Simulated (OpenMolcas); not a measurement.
**Rh4+: moving or changing the point charges**

Rh4+ among 4 point charges of -2 e arranged as a tetrahedron (Td), 1.95 Å from the ion.

```yaml
Program: OpenMolcas 26.06
Method: CASSCF
Basis: ANO-RCC-VDZP [6s5p3d1f]
Scalar_Hamiltonian: DKH2, point nucleus
Active_space: 5 electrons in 5 orbitals (4d)
State_averaging: 2S+1 = 6 even, 1 root; 2S+1 = 4 even, 24 roots; 2S+1 = 2 even, 75 roots
Spin-orbit_coupling: RASSI with atomic mean-field integrals over the reference wave functions
```

Runs around this geometry, states (labels of Td). Energies in cm-1 above the lowest state or level, χT in cm3 K/mol; 10Dq and B are least-squares fits to the states below 45000 cm-1, weighted by degeneracy, with a free offset, and given where the rms deviation is under 5 % of |10Dq| (or 100 cm-1) and under 700 cm-1; 10Dq is negative for this site.

| R (Å) | q (e) | Ground state | 10Dq | B (rms of fit) | First gap with spin-orbit (degeneracies) | χT at 300 K | First state of another spin |
| --- | --- | --- | --- | --- | --- | --- | --- |
| 1.95 | -1 | 6A1 | -1651 | 1001 (20) | 29517 (6, 4) | 4.368 | 4T1 29910 |
| 1.82 | -2 | 6A1 | -4021 | 990 (39) | 27736 (6, 4) | 4.368 | 4T1 28125 |
| 1.95 | -2 | 6A1 | -3006 | 995 (27) | 28601 (6, 4) | 4.368 | 4T1 28987 |
| 2.14 | -2 | 6A1 | -2002 | 999 (21) | 29315 (6, 4) | 4.368 | 4T1 29703 |

Taking |10Dq| as R^-n, n = -ln(2002 / 4021) / ln(2.14 / 1.82) = 4.3 between the shortest and longest distance. The point-charge formula for a cubic d site gives n = 5.

Scaling the charges by -1 / -2 = 0.50 scales |10Dq| by 1651 / 3006 = 0.55; with fixed orbitals a first-order splitting would follow the charge.

Without dynamic correlation the repulsion within the d shell is too large (B by tens of per cent), so at a given field states of lower spin stand too high. Point charges give a weaker field than real ligands, and real ions of this kind are as a rule low spin; the high spin found here belongs to the model. Point charges carry no covalency, so the field is a model and not that of real ligands. No measured value stands beside these numbers.
